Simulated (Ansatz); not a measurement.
A set of 12 reactions (ligand exchange), with CCSD(T)/CBS values in kJ/mol:

| reaction | ΔE |
| --- | --- |
| `FB[SiH2]S` + CH₃SH → `CS[SiH2]S` + `BF` | -95.7 |
| `N=[C](O)[GeH2][OH]` + H–F → `[OH][GeH2][F]` + `N=CO` | -90.1 |
| `CC(N)BF` + `CCO` → `CCOBF` + `CCN` | -154.1 |
| `CB1CC1` + H–F → `FB1CC1` + CH₄ | -113.7 |
| `C[O][Ga]([OH])[Cl]` + CH₃OH → `C[O][Ga]([OH])[O]C` + HCl | 64.1 |
| `N[SiH2][SiH](F)[SiH3]` + `N[Si](O)(F)F` → `N[SiH2]O[Si](N)(F)F` + `F[SiH2][SiH3]` | -138.4 |
| `[OH][In]([OH])[OH]` + CH₃OH → `C[O][In]([OH])[OH]` + H₂O | 4.3 |
| `O[B](F)[AlH][F]` + NH₃ → `NB(O)F` + `[F][AlH2]` | -122.3 |
| `BN[SiH]([SiH3])S` + `OC(O)O` → `BOC(O)O` + `N[SiH]([SiH3])S` | 6.9 |
| `[CH3][Y]([CH3])[F]` + HCl → `[CH3][Y]([F])[Cl]` + CH₄ | -265.2 |
| `CO[Si](C#N)(C#N)C#N` + HCl → `N#C[Si](Cl)(C#N)C#N` + CH₃OH | 29.3 |
| `[Cl][SnH2][SeH]` + CH₃SH → `C[S][SnH2][Cl]` + H₂Se | 17.7 |

Gas-phase electronic energies from Ansatz, PBE0-D4/def2-TZVP geometries. CCSD(T)/CBS adds triple-zeta CCSD(T) − MP2 to the extrapolated MP2 energy (def2 sets, frozen cores). This one scheme is used for every species. Functionals use def2-TZVPP. B3LYP here is the variant with VWN-RPA as its local correlation; programs differ in this. Elements past krypton have def2 core potentials. For Ga, Ge, In, Se, Sn, Y outer-core shells are correlated without core-valence functions, which leaves a few kJ/mol of doubt a bond. Scalar relativity is left out up to krypton. Each species was taken in one conformer, which may not be the lowest.

Task: Give the mean, mean absolute and largest difference (level minus CCSD(T)/CBS, kJ/mol) for: PBE-D4, r2SCAN-D4, PBE0-D4, ωB97M-V, PBE, r2SCAN, PBE0, B3LYP, SCS-MP2/def2-TZVPP, HF/def2-QZVPP, MP2/def2-QZVPP, SCS-MP2/def2-QZVPP, HF/CBS(def2), CCSD/CBS(def2). (An estimate is asked.)

Result: The calculation gave: 
```json
{"level": "PBE-D4", "mean": "5.1", "mean absolute": "7.6", "largest": "28.8"}
{"level": "r2SCAN-D4", "mean": "-1.1", "mean absolute": "4.3", "largest": "-10.6"}
{"level": "PBE0-D4", "mean": "3.0", "mean absolute": "4.5", "largest": "18.0"}
{"level": "ωB97M-V", "mean": "-1.2", "mean absolute": "2.9", "largest": "-9.0"}
{"level": "PBE", "mean": "5.0", "mean absolute": "8.9", "largest": "30.9"}
{"level": "r2SCAN", "mean": "-1.1", "mean absolute": "4.9", "largest": "-12.2"}
{"level": "PBE0", "mean": "2.9", "mean absolute": "6.0", "largest": "19.8"}
{"level": "B3LYP", "mean": "-1.8", "mean absolute": "6.7", "largest": "-17.8"}
{"level": "SCS-MP2/def2-TZVPP", "mean": "-3.7", "mean absolute": "4.3", "largest": "-9.8"}
{"level": "HF/def2-QZVPP", "mean": "-10.0", "mean absolute": "17.1", "largest": "-38.5"}
{"level": "MP2/def2-QZVPP", "mean": "-2.8", "mean absolute": "3.3", "largest": "-11.7"}
{"level": "SCS-MP2/def2-QZVPP", "mean": "-3.8", "mean absolute": "4.1", "largest": "-10.4"}
{"level": "HF/CBS(def2)", "mean": "-10.1", "mean absolute": "17.2", "largest": "-38.8"}
{"level": "CCSD/CBS(def2)", "mean": "-0.7", "mean absolute": "2.1", "largest": "-4.3"}
```

The largest T1 diagnostic in the set is 0.017, for `[OH][In]([OH])[OH]` (customary mark 0.02).

CCSD(T)/CBS is a level of theory with its own doubt, and the functionals carry their triple-zeta basis error, so these figures describe this set and don't rank the functionals.
